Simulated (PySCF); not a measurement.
# Orbital picture of CaSn⁺

PBE at R = 3.214 Å; Ca def2-SVP, Sn def2-SVP with ECP28; scalar-relativistic core potentials (PySCF 2.14). State: ²Π (doublet), unpaired electrons π ↑. Only the outer orbitals are listed, counted within each symmetry, core potentials removing the inner ones.

```tsv
spin	orbital	occ.	ε (eV)	on Ca (%)	main shells (%)
α	1δ	1	-29.94	0	100 Sn d
α	1δ	1	-29.89	0	100 Sn d
α	4π	1	-29.80	0	100 Sn d
α	4π	1	-29.56	0	100 Sn d
α	8σ	1	-29.56	0	100 Sn d
α	9σ	1	-15.02	7	93 Sn s
α	10σ	1	-8.91	50	47 Sn p, 42 Ca s
α	5π	1	-8.26	19	80 Sn p, 15 Ca d
α	5π	0	-8.15	20	80 Sn p, 15 Ca d
α	11σ	0	-7.26	85	50 Ca s, 28 Ca d, 15 Sn p
α	2δ	0	-6.60	100	100 Ca d
β	1δ	1	-29.89	0	100 Sn d
β	4π	1	-29.78	0	100 Sn d
β	1δ	1	-29.78	0	100 Sn d
β	8σ	1	-29.46	0	100 Sn d
β	4π	1	-29.45	0	100 Sn d
β	9σ	1	-14.48	8	92 Sn s
β	10σ	1	-8.66	57	52 Ca s, 40 Sn p
β	5π	0	-7.88	25	75 Sn p, 20 Ca d
β	5π	0	-7.30	38	62 Sn p, 33 Ca d
β	11σ	0	-7.23	81	40 Ca s, 33 Ca d, 19 Sn p
```

Task: Which are the highest filled and the lowest empty level, where do they sit, and how wide is the gap?

Result: Highest filled α 5π at -8.26 eV (in %: 80 Sn p, 15 Ca d); lowest empty α 5π at -8.15 eV (in %: 80 Sn p, 15 Ca d); the gap at PBE is 0.11 eV. Both belong to one degenerate shell, split only by its one-sided filling, so this is no excitation gap.

- bond order (Mayer): 1.36
- ⟨S²⟩: 0.762
- charge on Ca (Mulliken, basis-dependent): 0.60
- charge on Ca (Löwdin, basis-dependent): 0.68
- dipole moment (positive dipole points towards Sn; it is taken about the centre of mass and depends on that origin): -9.56 D
- polarisability along the bond: 213.1 bohr³
- polarisability across the bond: 71.4 bohr³

Spin–orbit coupling is left out. The state is the lowest determinant that a PBE0 search found; another state may lie lower at other levels.
